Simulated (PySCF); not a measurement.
Cd(Me) (CH3Cd), SMILES [CH3][Cd] (connectivity only; charge and spin as stated), neutral, multiplicity 2.

Geometry optimised at B3LYP-D3(BJ)/def2-TZVP. The multiplicity is an assumed one; other spin states were not compared. The isomer is the one that the SMILES or the coordinates give; other isomers of the formula were not compared. The def2 effective core potentials stand for the cores of Cd; spin–orbit coupling is left out.

Two levels are set side by side: PBE/def2-TZVPD (PySCF) and M06-2X/def2-TZVPD (PySCF). Same geometry, gas phase. Differences are taken from unrounded values.

```json
[
 {"quantity": "α-spin orbital gap (eV)", "M06-2X": "5.99", "PBE": "3.02", "PBE minus M06-2X": "-2.97"},
 {"quantity": "β-spin orbital gap (eV)", "M06-2X": "5.75", "PBE": "3.34", "PBE minus M06-2X": "-2.40"},
 {"quantity": "dipole moment (D)", "M06-2X": "0.09", "PBE": "0.10", "PBE minus M06-2X": "0.01"},
 {"quantity": "mean polarisability (bohr³)", "M06-2X": "67.9", "PBE": "66.1", "PBE minus M06-2X": "-1.8"}
]
```

Rough cost on one machine, each run with all the roots and properties that it gave: M06-2X against PBE within a factor of 2.
